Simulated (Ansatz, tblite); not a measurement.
Cost and result up the ladder for MoO2(OH)2 (MoO4H2) (7 atoms). The state is a singlet with charge 0. Geometry: PBE0-D4/def2-SVP.

```tsv
atom	x (Å)	y (Å)	z (Å)
Mo1	0.098	0.001	0.356
O2	1.544	0.584	0.964
O3	-0.833	-0.575	1.621
O4	0.425	-1.396	-0.834
H5	1.282	-1.634	-1.207
O6	-0.794	1.392	-0.508
H7	-1.722	1.629	-0.392
```

Ansatz on 4 threads of Arm Neoverse V2 on a shared host; xTB runs through tblite on one thread. Times are rough, summed over both states, and most runs start from the orbitals of an earlier one. PBE0-D4/def2-TZVP serves as the yardstick here, not as an exact answer. The other state is a triplet.

In the def2 sets Mo takes a core potential; there is no spin–orbit coupling. The xTB rows come from tblite.

xTB has no spin-polarisation term.

```json
{"level": "GFN2-xTB", "functions": "27", "wall time": "0.007 s", "vertical triplet (eV)": "4.86", "difference from PBE0-D4/def2-TZVP (eV)": "0.58"}
{"level": "GFN1-xTB", "functions": "29", "wall time": "0.008 s", "vertical triplet (eV)": "6.06", "difference from PBE0-D4/def2-TZVP (eV)": "1.78"}
{"level": "PBE-D4/def2-TZVP", "functions": "176", "wall time": "5.9 s", "vertical triplet (eV)": "4.63", "difference from PBE0-D4/def2-TZVP (eV)": "0.35"}
{"level": "PBE0-D4/def2-TZVP", "functions": "176", "wall time": "13 s", "vertical triplet (eV)": "4.28", "difference from PBE0-D4/def2-TZVP (eV)": "0.00"}
{"level": "r2SCAN-D4/def2-TZVP (with forces)", "functions": "176", "wall time": "20 s", "vertical triplet (eV)": "4.53", "difference from PBE0-D4/def2-TZVP (eV)": "0.25"}
```
